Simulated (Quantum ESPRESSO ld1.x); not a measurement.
Values are calculated unless marked as measured or tabulated.
One sound ld1.x (Quantum ESPRESSO 7.5) input for neutral cerium gives E = -8563.3384 hartree in 35 iterations:

```
 &input
    zed=58.0,
    iswitch=1,
    rel=0,
    dft='PZ',
    config='[Xe] 4f1 5d1 6s2',
    prefix='ld1',
    max_out_wfc=37,
    file_charge='ld1.rho',
 /
```

Changed or added lines, one case at a time, and what came of them:

- config='[Xe] 4f1 5d1 6s2 7s3': refused. The program stops in el_config with "wrong occupancy:3": an s shell holds at most 2 electrons.
- xmin=-3.0: harmless. The energy moves by +4.15e-05 hartree against the default mesh (-8563.3384 hartree).
- iswitch=5: refused. The program stops in ld1_readin with "wrong iswitch": iswitch takes 1 to 4.
- isic=1 latt=1: refused. The program stops in ld1_readin with "isic and latter correction not allowed": the two corrections exclude each other.
- lsd=2: refused. The program stops in ld1_readin with "lsd not correct": lsd takes 0 or 1.
- dft='HF': refused. The program stops in ld1_setup with "HF not implemented yet": ld1.x has no Hartree-Fock; KLI and OEP are its exact-exchange options.
- config='[Xe] 4f1 5d1 6s2 1s1': refused. The program stops in el_config with "wavefunction 1S found too many times": the bracketed core already holds 1s.
